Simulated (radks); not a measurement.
Fractional charge and spin in the 2s shell of neon: the spin-up occupation runs from 0 to 1 and the spin-down occupation from 0 to 1; the fullest corner is Ne, [He] 2p6 2s(up 1, down 1). All-electron calculation, non-relativistic Kohn-Sham, BLYP, spin-polarised, spherical densities, point nucleus. Program: a radial shooting solver on a logarithmic mesh with Libxc functionals. Energy (eV) minus the two flat planes that join the four corners (they meet along the diagonal where the two added fractions sum to one electron); zero is where a piecewise linear energy would lie.

down \ up,0,0.25,0.5,0.75,1
0,0.000,-1.972,-2.611,-1.944,0.000
0.25,-1.972,-2.456,-1.644,0.437,-1.728
0.5,-2.611,-1.644,0.582,-1.444,-2.277
0.75,-1.944,0.437,-1.444,-2.139,-1.687
1,0.000,-1.728,-2.277,-1.687,0.000

Corners above the fullest one (they belong to Ne+ and the next ion): (up 1, down 0) 45.035 eV, (up 0, down 1) 45.035 eV, (up 0, down 0) 111.99 eV. With half an added electron in each spin the energy lies 0.582 eV from the planes, and with half an added electron in spin up alone -2.611 eV. The planes are only a guide here: the flat-plane condition holds for ground states with one frontier orbital, while this shell lies below other occupied shells, so the corners above the fullest one are inner-hole states and not the ground states of those ions.
